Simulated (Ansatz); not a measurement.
Input for Ansatz (an electronic-structure program): R-revPBE/def2-TZVPPD on H4 (a complex). Files ending in .json are basis or fitting sets from the Basis Set Exchange.

Ansatz 0.2 input:
```yaml
crystal:
  periodic: [false, false, false]
  atoms:
    - {symbol: H, position_ang: [0.01918998, 0.21921854, -0.28211616]}
    - {symbol: H, position_ang: [0.18702023, -0.10958982, -0.92801742]}
    - {symbol: H, position_ang: [-0.22628332, 0.23400342, 3.00453646]}
    - {symbol: H, position_ang: [0.02007311, -0.34363215, 2.60559713]}
basis:
  gaussian:
    orbitals: def2-TZVPPD.json
hamiltonian:
  xc: {name: revPBE}
scf: {lower_state_search: off}
```

The log:

```
WARN ansatz: RAYON_NUM_THREADS=1 ignored (pool sized by the plan → 1); use --threads N
Functional definition: revPBE
these checks for a lower state are left out or cut short: stability, starts, cluster_reference, orbital_swaps, neighbouring_geometries, increment
integrals: 0.00 GiB planned
236 factors; their error is unknown
mean field: 0.08 GiB planned
mean field evaluation 1: about -63.4093 eV, gradient 1.3e1 eV
mean field evaluation 2: about -63.9577 eV, gradient 4.4e0 eV
mean field evaluation 4: about -64.0401 eV, gradient 9.8e-2 eV
mean field evaluation 8: about -64.0330 eV, gradient 1.4e-4 eV
mean field -64.03302846 eV, -2.3531703927 hartree, gradient 3.7e-6 eV, S^2 0.000000; 0 other end points of the search recorded, 0 dependent functions left out
reference -64.03306824 eV, -2.3531718546 hartree; 2, 2 occupied and 66, 66 virtual orbitals, 236 factors
Total energy: -64.03306824 eV, -2.3531718546 hartree
Checks for a lower state left out: stability, starts, cluster_reference, orbital_swaps, neighbouring_geometries, increment
```

The run converged.

Cost: about 0.10 core-seconds (a rough figure).
